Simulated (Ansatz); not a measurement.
Ansatz (an electronic-structure program) job for CH2Cl, SMILES Cl[CH2] (connectivity only; charge and spin as stated), charge +1, multiplicity 1, B3LYP-D3(BJ)/def2-TZVP. 

Ansatz 0.2 input:
```yaml
crystal:
  periodic: [false, false, false]
  atoms:
    - {symbol: C, position_ang: [-0.00000000, 0.00000000, -1.02323901]}
    - {symbol: Cl, position_ang: [0.00000000, 0.00000000, 0.54879254]}
    - {symbol: H, position_ang: [0.00000000, -0.93723443, -1.59501954]}
    - {symbol: H, position_ang: [0.00000000, 0.93723443, -1.59501954]}
basis:
  gaussian:
    orbitals: def2-TZVP
hamiltonian:
  xc: b3lyp
  dispersion: d3bj
total_charge: 1
relax: {f_tol: 0.002, max_steps: 200}
```

Program output:

```
WARN ansatz: RAYON_NUM_THREADS=1 ignored (pool sized by the plan → 1); use --threads N
Functional definition: B3LYP
integrals: 0.01 GiB planned
531 factors; their error is unknown
mean field: 0.17 GiB planned
mean field evaluation 1: about -13577.9046 eV, gradient 4.8e1 eV
mean field evaluation 2: about -13573.0799 eV, gradient 6.1e1 eV
mean field evaluation 4: about -13582.9815 eV, gradient 2.8e0 eV
mean field evaluation 8: about -13583.0161 eV, gradient 5.7e-2 eV
mean field -13583.01612784 eV, -499.1666357992 hartree, gradient 1.5e-5 eV, S^2 0.000000; 0 other end points of the search recorded, 0 dependent functions left out
the calculation of the forces begins
reference -13583.01630532 eV, -499.1666423214 hartree; 12, 12 occupied and 68, 68 virtual orbitals, 531 factors
relax step   1: F+E_penalty+E_count = -13583.09992284 eV  Δ(F+E_penalty+E_count) = +0.000e0 eV  max|allowed force component| = 1.424e0 eV/Å  Δτ_max = 0.0000 Å  (27 SCF iters, accepted)
these checks for a lower state are left out or cut short: starts, cluster_reference, orbital_swaps, neighbouring_geometries, increment
integrals: 0.01 GiB planned
531 factors; their error is unknown
mean field: 0.17 GiB planned
mean field evaluation 16: about -13583.0089 eV, gradient 9.7e-1 eV
mean field -13583.02904920 eV, -499.1671106505 hartree, gradient 4.8e-6 eV, S^2 0.000000; 0 other end points of the search recorded, 0 dependent functions left out
the calculation of the forces begins
reference -13583.02922676 eV, -499.1671171756 hartree; 12, 12 occupied and 68, 68 virtual orbitals, 531 factors
relax step   2: F+E_penalty+E_count = -13583.11286817 eV  Δ(F+E_penalty+E_count) = -1.295e-2 eV  max|allowed force component| = 8.082e-1 eV/Å  Δτ_max = 0.0103 Å  (33 SCF iters, accepted)
these checks for a lower state are left out or cut short: starts, cluster_reference, orbital_swaps, neighbouring_geometries, increment
integrals: 0.01 GiB planned
531 factors; their error is unknown
mean field: 0.17 GiB planned
mean field -13583.03583309 eV, -499.1673599535 hartree, gradient 4.9e-6 eV, S^2 0.000000; 0 other end points of the search recorded, 0 dependent functions left out
the calculation of the forces begins
reference -13583.03601099 eV, -499.1673664913 hartree; 12, 12 occupied and 68, 68 virtual orbitals, 531 factors
relax step   3: F+E_penalty+E_count = -13583.11964565 eV  Δ(F+E_penalty+E_count) = -6.777e-3 eV  max|allowed force component| = 3.383e-2 eV/Å  Δτ_max = 0.0138 Å  (33 SCF iters, accepted)
these checks for a lower state are left out or cut short: starts, cluster_reference, orbital_swaps, neighbouring_geometries, increment
integrals: 0.01 GiB planned
531 factors; their error is unknown
mean field: 0.17 GiB planned
mean field evaluation 32: about -13583.0174 eV, gradient 3.5e-1 eV
mean field -13583.03587588 eV, -499.1673615262 hartree, gradient 4.9e-6 eV, S^2 0.000000; 0 other end points of the search recorded, 0 dependent functions left out
the calculation of the forces begins
reference -13583.03605369 eV, -499.1673680606 hartree; 12, 12 occupied and 68, 68 virtual orbitals, 531 factors
relax step   4: F+E_penalty+E_count = -13583.11970594 eV  Δ(F+E_penalty+E_count) = -6.030e-5 eV  max|allowed force component| = 1.502e-2 eV/Å  Δτ_max = 0.0017 Å  (34 SCF iters, accepted)
these checks for a lower state are left out or cut short: starts, cluster_reference, orbital_swaps, neighbouring_geometries, increment
integrals: 0.01 GiB planned
531 factors; their error is unknown
mean field: 0.17 GiB planned
mean field -13583.03589154 eV, -499.1673621018 hartree, gradient 4.9e-6 eV, S^2 0.000000; 0 other end points of the search recorded, 0 dependent functions left out
the calculation of the forces begins
reference -13583.03606938 eV, -499.1673686371 hartree; 12, 12 occupied and 68, 68 virtual orbitals, 531 factors
relax step   5: F+E_penalty+E_count = -13583.11971633 eV  Δ(F+E_penalty+E_count) = -1.039e-5 eV  max|allowed force component| = 3.747e-4 eV/Å  Δτ_max = 0.0005 Å  (35 SCF iters, accepted)
integrals: 0.01 GiB planned
531 factors; their error is unknown
mean field: 0.17 GiB planned
mean field evaluation 64: about -13583.0359 eV, gradient 1.2e-3 eV
mean field -13583.03589154 eV, -499.1673621018 hartree, gradient 4.9e-6 eV, S^2 0.000000; 1 other end points of the search recorded, 0 dependent functions left out
the calculation of the forces begins
reference -13583.03606938 eV, -499.1673686371 hartree; 12, 12 occupied and 68, 68 virtual orbitals, 531 factors
Total energy: -13583.11989416 eV, -499.1704491412 hartree
Atom 0 at    -0.000000     0.000000    -1.048007 Å, force    -0.000000    -0.000000     0.000375 eV/Å
Atom 1 at     0.000000    -0.000000     0.545796 Å, force     0.000000    -0.000000    -0.000122 eV/Å
Atom 2 at     0.000000    -0.950218    -1.581137 Å, force     0.000000    -0.000013    -0.000126 eV/Å
Atom 3 at     0.000000     0.950218    -1.581137 Å, force     0.000000     0.000013    -0.000126 eV/Å
Dipole moment:     0.000000    -0.000000    -0.573833 e Å
```

The run converged.
